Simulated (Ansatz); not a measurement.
Input for Ansatz (a quantum-chemistry and plane-wave program): R-wB97M-V/def2-TZVPPD on C3H7NO (a complex). Files ending in .json are basis or fitting sets from the Basis Set Exchange.

Ansatz 0.2 input:
```yaml
crystal:
  periodic: [false, false, false]
  atoms:
    - {symbol: C, position_ang: [0.45191835, 0.47742770, 0.73907895]}
    - {symbol: C, position_ang: [-0.42315524, -0.51408969, 0.63306070]}
    - {symbol: H, position_ang: [1.20961828, 0.46828871, 1.51332629]}
    - {symbol: H, position_ang: [0.44869161, 1.31842951, 0.05561793]}
    - {symbol: H, position_ang: [-1.18062605, -0.52778837, -0.14183392]}
    - {symbol: H, position_ang: [-0.39736614, -1.35251528, 1.31864640]}
    - {symbol: N, position_ang: [-0.95896319, 0.49576455, 3.91924576]}
    - {symbol: C, position_ang: [-0.07046538, -0.34945146, 4.49093511]}
    - {symbol: O, position_ang: [0.75008509, -1.00839698, 3.88875603]}
    - {symbol: H, position_ang: [-0.96336009, 0.60628675, 2.91508911]}
    - {symbol: H, position_ang: [-1.61370207, 1.01158839, 4.47957099]}
    - {symbol: H, position_ang: [-0.16454095, -0.38471648, 5.59195763]}
basis:
  gaussian:
    orbitals: def2-TZVPPD.json
hamiltonian:
  xc: {name: wB97M-V}
scf: {lower_state_search: off}
```

The head of its log:

```
WARN ansatz: RAYON_NUM_THREADS=1 ignored (pool sized by the plan → 1); use --threads N
Functional definition: wB97M-V
these checks for a lower state are left out or cut short: stability, starts, cluster_reference, orbital_swaps, neighbouring_geometries, increment
integrals: 0.30 GiB planned
1298 factors; their error is unknown
integrals: 0.34 GiB planned
414 factors; integrals over basis functions are off by at most 2.7e-5 eV
mean field: 1.93 GiB planned
mean field evaluation 1: about -6754.5414 eV, gradient 6.2e1 eV
mean field evaluation 2: about -6755.0918 eV, gradient 6.2e1 eV
```

Problem. What total energy does the run end on?

Solution. -248.4849 hartree.
